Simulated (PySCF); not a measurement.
Run record: geometry optimisation, `[NH3+][AlH2-][Br]`.

Method: PBE0-D3(BJ)/def2-SVP geometry optimisation, gas phase (PySCF 2.14.0). Start geometry: GFN2-xTB. The input is one job of a driver script: a line of settings, then coordinates in Å.

Command:
```bash
OMP_NUM_THREADS=1 python probes_run.py task.json out
```

Input:
```
{"job": {"xc": "PBE0", "basis": "def2-SVP", "d3": "d3bj", "grid": 1, "shake": 0.01, "kind": "geom"}, "charge": 0, "multiplicity": 1}
N     -0.988320     0.067970    -0.045960
Al     1.033030    -0.282720     0.026170
Br     1.788270     1.839340     0.230480
H     -1.307500     0.551850     0.797440
H     -1.265300     0.684240    -0.849040
H     -1.516750    -0.780330    -0.151570
H      1.232290    -0.946410    -1.356260
H      1.079420    -1.153080     1.296280
```

Question: What does the run print?

Answer: 
```
step   0  E = -2873.52930231  max force = 0.029212
step   1  E = -2873.53160527  max force = 0.007153
step   2  E = -2873.53219336  max force = 0.002611
step   3  E = -2873.53245694  max force = 0.002324
step   4  E = -2873.53253818  max force = 0.001767
step   5  E = -2873.53257245  max force = 0.001240
step   6  E = -2873.53257589  max force = 0.000706
step   7  E = -2873.53258190  max force = 0.000550
step   8  E = -2873.53258486  max force = 0.000392
optimisation converged
```

Energies in Eh; «max force» is the largest Cartesian gradient component in Eh/bohr.

Question: How much energy does the optimisation release, in kJ/mol?

Answer: E(step 0) − E(last step) = 0.003283 Eh, which is 8.6 kJ/mol.

Summary of the converged run: final energy -2873.53258 Eh after 8 steps; dipole 6.20 D.

Question: Where do the atoms end?

Answer: 0.066 Å rms from the input after alignment:
```
atom  x, y, z in Å
N1    -0.9883    0.1276   -0.0477
Al2    1.0016   -0.3750    0.0323
Br3    1.8037    1.7968    0.0522
H4    -1.2437    0.6672    0.7819
H5    -1.1704    0.7235   -0.8577
H6    -1.6163   -0.6767   -0.1006
H7     1.1951   -1.1495   -1.3466
H8     1.0710   -1.1338    1.4324
```

Question: How long does this job take on one thread of an Arm Neoverse V1, on a shared host? And the peak memory of the process?

Answer: About 22 s, with 0.37 GiB resident at the peak, the Python interpreter and its libraries included.
Labels such as C1 count atoms from 1, the log's own numbers from 0.
